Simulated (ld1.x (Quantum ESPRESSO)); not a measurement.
**Before and after: TM potential for Rh**

| Property | Result |
| --- | --- |
| Element | rhodium (Rh) |
| Generator | ld1.x (Quantum ESPRESSO) 7.5 |
| Type | norm-conserving Troullier–Martins (Kleinman–Bylander form) |
| Functional | PBE |
| Relativity | scalar-relativistic |
| Frozen core | [Ar] 3d10 |
| Valence charge | 17 |
| Reference configuration | 4s2 4p6 4d7 5s0 5p0 (charge +2) |
| Partial waves | 4s (bound): rc 1.65 bohr; 4p (bound): rc 1.20 bohr; 4d (bound): rc 1.70 bohr |
| Local potential | the d channel |
| Core correction | Bessel-smoothed model core inside 1.05 bohr |

All-electron outer shells of the reference configuration (PBE, scalar-relativistic, ld1.x):

```tsv
shell	level (eV)	outermost node (bohr)	outermost maximum (bohr)
3d	-321.78	–	0.29
4s	-103.45	0.47	0.88
4p	-71.24	0.47	0.94
4d	-25.74	0.46	1.13
5s	-19.67	1.17	2.35
5p	-13.78	1.31	2.84
```

Change: all radii but the core radius scaled by about 0.86 (s 1.42, p 1.04, d 1.46 bohr).

Cutoffs: the cutoffs (Ry, on a coarse ladder) from which the occupation-weighted sum of valence levels, in a spherical-Bessel basis at the reference potential, stays within 10 and 1 mRy of its value at 400 Ry; they do not see the model core or the augmentation charge, which bear on the density cutoff. Errors are all-electron minus pseudo energies relative to the spin-unpolarised reference configuration.

Question: Predict the effect on cutoff, ghosts and configuration errors.

Answer: The potential gets harder (110 Ry and 160 Ry → 140 Ry and 180 Ry); of the 7 tests that both files solve, the error grows in 1 and shrinks in 6 by more than 15 % and 0.3 meV (median size 607.4 → 227.8 meV); neither file shows a bound ghost. A smaller radius makes the pseudo-wave follow the all-electron one further in, where it bends more sharply, so more plane waves are needed.

| quantity | base | changed |
| --- | --- | --- |
| cutoff, loose | 110 Ry | 140 Ry |
| cutoff, tight | 160 Ry | 180 Ry |
| loose cutoff by channel (10 mRy a level) | s 35 Ry, p 70 Ry, d 45 Ry | s 60 Ry, p 70 Ry, d 50 Ry |
| bound ghosts | none | none |
| error for 4s2 4p6 4d8 5s1 5p0, meV [ΔE -26.97 eV] | +607 | +228 |
| error for 4s2 4p6 4d8 5s0 5p0, meV [ΔE -19.51 eV] | +0.3 | +1.4 |
| error for 4s2 4p6 4d6 5s0 5p0, meV [ΔE 32.50 eV] | -1.6 | -0.8 |
| error for 4s2 4p6 4d7 5s1 5p0, meV [ΔE -15.84 eV] | +981 | +369 |
| error for 4s2 4p5 4d8 5s1 5p0, meV [ΔE 29.66 eV] | +1071 | +384 |
| error for 4s2 4p6 4d7 5s1 5p1, meV [ΔE -20.35 eV] | +848 | +319 |
| error for 4s2 4p6 4d9 5s0 5p0, meV [ΔE -27.88 eV] | -2.1 | +1.4 |
